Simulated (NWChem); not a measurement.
System: C$_{4}$H$_{5}$NS; SMILES c1csc(N)c1

Input file for NWChem:

```
start job
memory heap 200 mb stack 900 mb global 1100 mb
geometry units angstroms noautoz
  N     -0.044974    -2.193731    -0.097464
  C     -0.196673    -0.805525    -0.013107
  C     -1.348707    -0.061663     0.024047
  C     -1.100611     1.348126     0.003588
  C      0.223680     1.667521    -0.041989
  S      1.217778     0.230352    -0.093443
  H     -0.914898    -2.684432     0.081439
  H      0.689281    -2.567088     0.495754
  H     -2.338613    -0.504147     0.071727
  H     -1.889335     2.092459     0.040182
  H      0.690008     2.642746    -0.036792
end
basis spherical
  * library def2-tzvp
end
dft
  xc xpbe96 cpbe96
  iterations 150
  semidirect filesize 400000000
  mulliken
end
task dft energy
```

Excerpt of the output:

```
             Northwest Computational Chemistry Package (NWChem) 7.3.0
             --------------------------------------------------------

 C1  symmetry detected

                             Geometry "geometry" -> ""
                             -------------------------

 Output coordinates in angstroms (scale by  1.889725989 to convert to a.u.)

  No.       Tag          Charge          X              Y              Z
 ---- ---------------- ---------- -------------- -------------- --------------
    1 N                    7.0000    -0.07422181    -2.19716393    -0.06575987
    2 C                    6.0000    -0.21964142    -0.80786194     0.01129650
    3 C                    6.0000    -1.36706978    -0.05606776     0.00094757
    4 C                    6.0000    -1.10861922     1.35196219    -0.01046304
    5 C                    6.0000     0.21860291     1.66220764    -0.00232356
    6 S                   16.0000     1.20402551     0.21819293    -0.01216710
    7 H                    1.0000    -0.95407497    -2.68169297     0.07794656
    8 H                    1.0000     0.63267890    -2.57493762     0.55714613
    9 H                    1.0000    -2.36112753    -0.49169342     0.00861795
   10 H                    1.0000    -1.89302139     2.10173178    -0.00657897
   11 H                    1.0000     0.69105462     2.63421205     0.02111621

 Effective nuclear repulsion energy (a.u.)     273.7404639617

  pbe96 is a nonlocal functional; adding pw91lda local functional.

                                 NWChem DFT Module
                                 -----------------

 Summary of "ao basis" -> "ao basis" (spherical)
 ------------------------------------------------------------------------------
       Tag                 Description            Shells   Functions and Types
 ---------------- ------------------------------  ------  ---------------------
 N                         def2-tzvp                11       31   5s3p2d1f
 C                         def2-tzvp                11       31   5s3p2d1f
 S                         def2-tzvp                13       37   5s5p2d1f
 H                         def2-tzvp                 4        6   3s1p

            General Information
            -------------------
          SCF calculation type: DFT
          Wavefunction type:  closed shell.
          No. of atoms     :    11
          No. of electrons :    52
           Alpha electrons :    26
            Beta electrons :    26
          Charge           :     0
          Spin multiplicity:     1
          Use of symmetry is: off; symmetry adaption is: off
          Maximum number of iterations: 150
          AO basis - number of functions:   222
                     number of shells:    88
          Convergence on energy requested:  1.00D-06
          Convergence on density requested:  1.00D-05
          Convergence on gradient requested:  5.00D-04

              XC Information
              --------------
          PerdewBurkeErnzerhof Exchange Functional  1.000
            Perdew 1991 LDA Correlation Functional  1.000 local
           PerdewBurkeErnz. Correlation Functional  1.000 non-local

             Grid Information
             ----------------
          Grid used for XC integration:  medium
          Radial quadrature: Mura-Knowles
          Angular quadrature: Lebedev.
          Tag              B.-S. Rad. Rad. Pts. Rad. Cut. Ang. Pts.
          ---              ---------- --------- --------- ---------
          N                   0.65       49          12.0       434
          C                   0.70       49          12.0       434
          S                   1.00       88          11.0       590
          H                   0.35       45          13.0       434
          Grid pruning is: on
          Number of quadrature shells:   558
          Spatial weights used:  Erf1

      Superposition of Atomic Density Guess
      -------------------------------------

 Sum of atomic energies:        -604.97541196

      Non-variational initial energy
      ------------------------------

 Total energy =    -608.771883
 1-e energy   =   -1371.338089
 2-e energy   =     488.825742
 HOMO         =      -0.216516
 LUMO         =       0.013474

------------------------------------------------------------
EAF file 0: "./job.aoints.0" size=1236271104 bytes
------------------------------------------------------------
               write      read    awrite     aread      wait
               -----      ----    ------     -----      ----
     calls:     2358         0         0         0         0
   data(b): 1.24e+09  0.00e+00  0.00e+00  0.00e+00
   time(s): 0.00e+00  0.00e+00  0.00e+00  0.00e+00  0.00e+00
rate(mb/s): 0.00e+00  0.00e+00
------------------------------------------------------------

     ---------------------------------------------
      Total Density - Mulliken Population Analysis
     ---------------------------------------------

    Atom       Charge   Shell Charges
 -----------   ------   -------------------------------------------------------
    1 N    7     7.68   0.82  1.16  0.57  0.82  0.18  1.56  1.82  0.73  0.01  0.03  0.00
    2 C    6     5.69   0.86  1.12  0.54  0.59  0.06  1.04  1.13  0.21  0.03  0.12  0.01
    3 C    6     6.38   0.86  1.12  0.57  0.60  0.07  1.28  1.36  0.43  0.02  0.06  0.01
    4 C    6     6.26   0.86  1.12  0.57  0.60  0.09  1.23  1.32  0.36  0.02  0.07  0.01
    5 C    6     6.23   0.86  1.12  0.56  0.63  0.08  1.16  1.33  0.40  0.02  0.07  0.01
    6 S   16    15.91   2.01  0.49  1.48  1.06  0.73  4.18  1.69  0.87  2.25  1.02  0.03  0.09  0.01
    7 H    1     0.69   0.22  0.34  0.09  0.03
    8 H    1     0.68   0.22  0.34  0.08  0.03
    9 H    1     0.82   0.24  0.45  0.12  0.02
   10 H    1     0.83   0.24  0.45  0.12  0.02
   11 H    1     0.82   0.24  0.45  0.11  0.02

[...]
```

Level: PBE/def2-TZVP. Structure relaxed at the B3LYP/6-31G* (spherical d) level.
